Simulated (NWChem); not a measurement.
# C2H9NSi; SMILES CNC[SiH3]

```xyz
13

C      0.7023    -1.8730     0.1410
N     -0.5259    -1.2632    -0.3364
C     -0.8815     0.0014     0.3016
Si     0.2402     1.5295    -0.0506
H      0.8883    -2.8172    -0.4095
H      0.5945    -2.1369     1.2156
H      1.6251    -1.2415     0.0548
H     -0.4904    -1.1459    -1.3558
H     -1.9146     0.2846    -0.0005
H     -0.9345    -0.1547     1.4026
H      0.3192     1.7405    -1.5419
H      1.6461     1.3600     0.4613
H     -0.3403     2.7696     0.5801
```
Atoms are numbered in this order, from 1.

Program: NWChem. Pople sets run with spherical d functions. All runs use the structure optimised with PBE-D3(BJ)/def2-SVP. Ions are spin-unrestricted doublets at the neutral geometry. Hybrids' shares of exact exchange are those that their runs print; pure functionals count as 0. The functionals differ in more than this share.

```
row                                  share of exact exchange  ΔSCF ionisation energy minus −ε(HOMO) (eV)
-----------------------------------  -----------------------  ------------------------------------------
PBE/6-31+G*                                             0.00                                        3.27
LDA (Slater exchange, VWN5)/6-31+G*                     0.00                                        3.33
B3LYP/6-31+G*                                           0.20                                        2.34
PBE0/6-31+G*                                            0.25                                    withheld
M06-2X/6-31+G*                                          0.54                                        1.01
```

Question: Fit a straight line of the last column on the one before it, predict the withheld value, and compare with the run.

Answer: 
1. Means of the 4 shown rows: x = 0.185, y = 2.487. Slope Σ(x − x̄)(y − ȳ)/Σ(x − x̄)² = -0.8274/0.1947 = -4.249; intercept 3.274.
2. The shown rows scatter about the line by 0.053 (root mean square); the largest residual is -0.08, at B3LYP/6-31+G*.
3. At x = 0.25 (PBE0/6-31+G*; inside the shown range) the line gives 2.21.
4. The run gives 2.09, -0.12 from the line, 2.3 times the scatter. The line crosses zero at a share of 0.77, outside the shown range.
